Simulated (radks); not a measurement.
Results of a calculation; reference values are marked as such.
How relativity changes the ionisation of neutral indium ([Kr] 4d10 5s2 5p1) to In+ ([Kr] 4d10 5s2). Spin-unpolarised spherical Kohn-Sham, LDA (Slater exchange, Perdew-Wang correlation), point nucleus unless stated (finite: rms radius 4.6156 fm), a radial shooting solver on a logarithmic mesh with Libxc functionals. A level marked "c x" has the speed of light scaled by that factor and shares open shells by 2j + 1; other Dirac levels either fill j = l - 1/2 first or share by 2j + 1.

level	E(In) (hartree)	E(In+) (hartree)	IE (eV)	HOMO	<r> HOMO (bohr)
non-rel.	-5737.28890	-5737.08127	5.650	5p	3.685
scalar-rel.	-5876.44715	-5876.24177	5.589	5p	3.676
scalar-rel., finite nucleus	-5876.30581	-5876.10043	5.589	5p	3.676
Dirac, 2j+1 shares	-5878.02281	-5877.81701	5.600	5p3/2	3.735
Dirac, low j first	-5878.03054	-5877.81701	5.810	5p1/2	3.569
Dirac, 2j+1 shares, finite nucleus	-5877.88107	-5877.67527	5.600	5p3/2	3.735
Dirac, c x 0.75	-6001.46568	-6001.26106	5.568	5p3/2	3.784
Dirac, c x 0.85	-5937.25459	-5937.04941	5.583	5p3/2	3.758
Dirac, c x 5	-5742.58516	-5742.37761	5.648	5p3/2	3.687

NIST Atomic Spectra Database: 5.786 eV (measured). The relativistic part of the total energy of In is -140.6 hartree (Dirac, 2j+1 shares, finite nucleus), 2.5 % of the non-relativistic value. Spin polarisation and multiplet splitting of open shells are left out at every level.

Beside tabulated values, note that relativity, absent from the non-relativistic runs, is large for the heavy elements, and spin-unpolarised runs miss the spin-polarisation part of the exchange energy of open shells.
